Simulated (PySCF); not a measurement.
Cartesian coordinates in Å; atom numbers follow the order of the lines, from 1:
```xyz
13

B     0.0050   -0.0047    0.0232
Si    2.0141    0.0347   -0.0175
H     2.6353    1.3949    0.0326
H     2.4603   -0.6418   -1.2808
H     2.5406   -0.7674    1.1356
Si   -1.0345    1.7157    0.0376
H    -0.5466    2.6038    1.1424
H    -2.5185    1.5738    0.1624
H    -0.7386    2.4076   -1.2617
Si   -0.9706   -1.7619    0.0048
H    -0.1086   -2.9813   -0.0908
H    -1.9400   -1.7770   -1.1395
H    -1.7673   -1.8484    1.2740
```

Geometry: PBE0-D3(BJ)/def2-SVP; GIAO shifts from PySCF 2.14.0 with density-fitted response routines, gas phase, non-relativistic, averaged over equivalent atoms.

At B3LYP/pcSseg-1 (134 basis functions, 9.1 s wall time on 1 thread of an Arm Neoverse V2, shared host):
| atoms | δ (ppm) |
| --- | --- |
| B1 | 186.7 |
| Si2/Si6/Si10 | -90.7 |
| H3/H4/H5/H7/H8/H9/H11/H12/H13 | 4.13 |

δ = σ(ref) − σ, references computed at the same level: BF3·OEt2 for $^{11}$B (97.83 ppm); $^{29}$Si (337.86 ppm) and $^{1}$H (31.38 ppm) against TMS.

Task: Estimate the result of repeating the calculation with PBE0/pcSseg-1.

Result: 
```json
{"atoms": "B1", "δ at PBE0/pcSseg-1": "188.8", "change": "+2.1"}
{"atoms": "Si2/Si6/Si10", "δ at PBE0/pcSseg-1": "-88.3", "change": "+2.4"}
{"atoms": "H3/H4/H5/H7/H8/H9/H11/H12/H13", "δ at PBE0/pcSseg-1": "4.26", "change": "+0.13"}
```

Chemical shifts δ = σref − σ; $^{11}$B (σ = 100.73 ppm) against BF3·OEt2; TMS for $^{29}$Si (σ = 351.99 ppm), $^{1}$H (σ = 31.27 ppm), all at this level.

The largest change is at Si2/Si6/Si10 (silicon bonded to B, 3 H). Cost: 134 basis functions, 16 s wall time on 1 thread of an Arm Neoverse V2, shared host.
